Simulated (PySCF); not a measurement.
A structure optimised at B3LYP-D3(BJ)/def2-SVP, used in a PySCF frequency run:

```
C
O 1 1.3719
C 1 1.5476 2 110.31
H 3 1.1027 1 109.45 2 58.98
H 3 1.1027 4 107.82 1 118.97
H 3 1.1044 4 108.40 5 117.15
C 1 1.5476 2 110.31 3 120.00
H 7 1.1027 1 109.45 2 58.98
H 7 1.1027 8 107.82 1 118.97
H 7 1.1044 8 108.40 9 117.15
C 1 1.5476 2 110.31 3 -120.00
H 11 1.1027 1 109.45 2 58.98
H 11 1.1027 12 107.82 1 118.97
H 11 1.1044 12 108.40 13 117.15
K 2 2.2373 3 142.76 4 53.92
```

Write its SMILES, formula and point group.

CC(C)(C)[O][K], C4H9KO, C3v

What are its rotational constants (standard atomic weights)?

4.5395, 1.1366, 1.1366 GHz
